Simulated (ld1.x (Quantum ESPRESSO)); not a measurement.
**Varying the TM potential for oxygen**

Base potential:

| Property | Result |
| --- | --- |
| Element | oxygen (O) |
| Generator | ld1.x (Quantum ESPRESSO) 7.5 |
| Type | norm-conserving Troullier–Martins (Kleinman–Bylander form) |
| Functional | PBE |
| Relativity | scalar-relativistic |
| Frozen core | [He] |
| Valence charge | 6 |
| Reference configuration | 2s2 2p2.5 (charge +1.5) |
| Partial waves | 2s (bound): rc 0.65 bohr; 3d channel at 0.45 Ry: rc 1.75 bohr; 2p (bound): rc 2.00 bohr |
| Local potential | the p channel |
| Core correction | none |

All-electron outer shells of the reference configuration (PBE, scalar-relativistic, ld1.x):

| shell | level (eV) | outermost node (bohr) | outermost maximum (bohr) |
| --- | --- | --- | --- |
| 2s | -48.67 | 0.28 | 0.85 |
| 2p | -33.46 | – | 0.77 |

Cutoffs, loose and tight: the cutoffs (Ry, on a coarse ladder) from which the occupation-weighted sum of valence levels, in a spherical-Bessel basis at the reference potential, stays within 10 and 1 mRy of its value at 400 Ry. They do not see the model core or the augmentation charge, which bear on the density cutoff. Test errors are all-electron minus pseudo excitation energies from the reference, over the configurations 2s2 2p4; 2s2 2p3; 2s2 2p2; 2s2 2p1; 2s2 2p4.3; 2s1 2p4; 2s0 2p6. A dash means not determined; rows that change the core or the reference have their own tests.

```tsv
change	outcome	cutoff, loose	cutoff, tight	bound ghosts	largest test error (meV)
base	generated	160 Ry	300 Ry	none	+916
core correction a·sin(br)/r model core inside 0.30 bohr	generated	160 Ry	300 Ry	none	+912
core correction a·sin(br)/r model core inside 0.36 bohr	generated	160 Ry	300 Ry	none	+914
core correction a·sin(br)/r model core inside 0.44 bohr	generated	160 Ry	300 Ry	none	+922
core correction a·sin(br)/r model core inside 0.50 bohr	generated	160 Ry	300 Ry	none	+911
core correction a·sin(br)/r model core inside 0.56 bohr	generated	160 Ry	300 Ry	none	+900
core correction a·sin(br)/r model core inside 0.62 bohr	generated	160 Ry	300 Ry	none	+908
core correction a·sin(br)/r model core inside 0.72 bohr	generated	160 Ry	300 Ry	none	+914
core correction a·sin(br)/r model core inside 0.76 bohr	generated	160 Ry	300 Ry	none	+914
```
